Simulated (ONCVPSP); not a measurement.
## scandium, ONCV: configuration errors across variants

```
Element                 : Sc (Z = 21)
Generator               : ONCVPSP 4.0.1
Type                    : optimised norm-conserving Vanderbilt (ONCV)
Functional              : PBEsol
Relativity              : fully relativistic
Frozen core             : [Ne]
Valence charge          : 11
Reference configuration : 3s2 3p6 3d1 4s2
Partial waves           : 3s+4s: rc 1.50 bohr, ncon 3, nbas 7, qcut 9.3 1/bohr, 3 projectors, debl 0.6 Ha; 3p: rc 1.55 bohr, ncon 4, nbas 8, qcut 9.9 1/bohr, 2 projectors, debl 0.7 Ha; 3d: rc 2.55 bohr, ncon 4, nbas 8, qcut 6.7 1/bohr, 3 projectors, debl 0.6 Ha
Local potential         : polynomial inside 1.10 bohr (lpopt 5, dvloc0 0 Ha)
Core correction         : polynomial model core, fcfact 0.2
```

Open shells are filled in proportion to 2j + 1.

In the p channel the program set the typed energies aside and used -1.226, 0.250 Ha (j = l + 1/2; the other j can differ).

All-electron excitation energies from the reference (eV): (1) 3s2 3p6 3d1 4s1 6.904; (2) 3s2 3p6 3d1 4s0 19.555; (3) 3s2 3p6 3d1 4s0 4p2 5.684.

Errors AE − PS in meV (a dash: test not solved or not reliable):

```csv
change,(1),(2),(3),bound ghosts,GHOST(+) flags above zero
base,+0.5,-0.2,+0.5,none,s
p: rc 1.74,+0.5,-0.2,+0.6,none,s
p: qcut 10.3,+0.5,-0.3,+0.5,none,s
"local potential polynomial inside 1.50 bohr (lpopt 5, dvloc0 0 Ha)",+0.5,-0.2,+0.5,none,none
"local potential polynomial inside 1.10 bohr (lpopt 5, dvloc0 -1.5 Ha)",+0.5,-0.2,+0.5,none,s
s: rc 1.54,+0.5,-0.3,+0.5,none,s
"core correction polynomial model core, fcfact 1.06",+0.5,-0.3,+0.5,none,s
"all radii but the core radius scaled by about 1.33 (s 2.00, p 2.06, d 3.38 bohr); local potential polynomial inside 1.46 bohr (lpopt 5, dvloc0 0 Ha)",+0.5,-9.9,-1.3,none,none
```

**Question.** Give the same row for: s: qcut 5.9; p: qcut 6.3; d: qcut 4.3.

**Answer.** +0.1, -9.4, -1.8; bound ghosts: none; GHOST(+) flags above zero: s, d5/2, d3/2.
